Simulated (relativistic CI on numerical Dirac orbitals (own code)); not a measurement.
## Mn9+: sensitivity of the levels to the model

Base calculation: Dirac-Coulomb-Breit CI, orbitals from a KLI potential per configuration, a model potential for QED, unscaled Slater integrals.

Configuration list (outside the closed core [Ne]): 3s2 3p4, 3s 3p5, 3p6, 3s2 3p3 3d, 3s 3p4 3d, 3p5 3d, 3s 3p3 3d2, 3s2 3p3 4s, 3s2 3p3 4p, 3s2 3p2 3d 4p, 3p5 4s, 3p5 4p, 3s2 3p3 4d, 3s2 3p2 3d2, 3s2 3p 3d3, 3s 3p2 3d3, 3s2 3p 3d2 4s, 3s2 3p 3d2 4p, 3s2 3p 3d2 4d, 3s2 3p2 3d 4s, 3s 3p2 3d2 4s, 3s2 3p 3d 4s2, 3s2 3p 3d 4s 4p, 3s2 3p 3d 4s 4d. Double excitations out of closed p, d and f shells are left out; levels of such configurations are missing from the list, as are those of other unlisted configurations, and high levels can miss mixing partners.

Variants: (1) QED terms removed; (2) Breit term removed. Shifts of the energy above 3s2 3p4 3P_2, in cm⁻¹, for the lowest level and the first level of each name with at least 55 % of one term (blank where a level changes its place among those of its configuration and J or its character, or is not in the variant):

```
           Level    Base  Δ(1)  Δ(2)
    3s2 3p4 3P_2       0     0     0
    3s2 3p4 3P_1    9896   -26  +260
    3s2 3p4 3P_0   11732   -23  +237
    3s2 3p4 1D_2   36090   -20  +250
    3s2 3p4 1S_0   74482   -11  +283
    3s 3p5 3P°_2  257528  +375  +108
    3s 3p5 3P°_1  265336  +356  +298
    3s 3p5 3P°_0  270008  +343  +395
    3s 3p5 1P°_1  335697  +257  +386
3s2 3p3 3d 5D°_0  358049    -3  +548
3s2 3p3 3d 5D°_1  358182    -4  +584
3s2 3p3 3d 5D°_2  358367    -5  +643
3s2 3p3 3d 5D°_3  358644    -6  +724
3s2 3p3 3d 5D°_4  359293   -10  +831
3s2 3p3 3d 3D°_2  384821    +4  +615
3s2 3p3 3d 3D°_3  386275    -6  +768
3s2 3p3 3d 3D°_1  387627    -9  +748
3s2 3p3 3d 3F°_2  394178    -1  +602
3s2 3p3 3d 1S°_0  396385    -3  +717
3s2 3p3 3d 3F°_3  396976    -7  +769
3s2 3p3 3d 3F°_4  400635   -17  +971
3s2 3p3 3d 3G°_3  421561    -4  +621
```

At this charge energies of transitions that change n are usually good to better than 1 %, and those within a shell (Δn = 0) to a few per cent.

Ionisation energy from the two ground configurations alone: base 246.972 eV; Breit term removed 247.068 eV. The NIST ASD value (semi-empirical) is 248.6 eV.

LS names give the leading component of a level, which can be under half, so a name can repeat, a term be missing and a line seem to break the LS rules.
